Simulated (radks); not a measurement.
The numbers below are computed, except where a source is named.
These are the eigenvalues of the occupied orbitals of an atom or ion with whole-number occupations (hartree). Level of theory: Dirac Kohn-Sham, PBE, spin-unpolarised, spherical densities, finite nucleus; Fermi nuclear charge, rms radius of each element as measured or else 0.836 A^(1/3) + 0.57 fm (a radial shooting solver on a logarithmic mesh with Libxc functionals).

orbital  eigenvalue
1s1/2     -217.5350
2s1/2     -25.99864
2p1/2     -22.29643
2p3/2     -21.97881
3s1/2      -4.14147
3p1/2      -3.10332
3p3/2      -3.06400
3d3/2      -1.44004
3d5/2      -1.43599

Which element is it, and in what charge state? The configuration may be excited. Open shells, if any, are shared by 2j + 1.

Answer. Z = 24, chromium, charge +3: Cr3+ in [Ar] 3d3. The list shows which subshells hold electrons but not how many an open one holds; the 1s level, -217.54 hartree, gives Z - s = 20.9 by -(Z - s)^2/2, which with screening and relativity narrows Z to a few neighbours, and the depths of the outer levels then fix element, charge and occupations together.
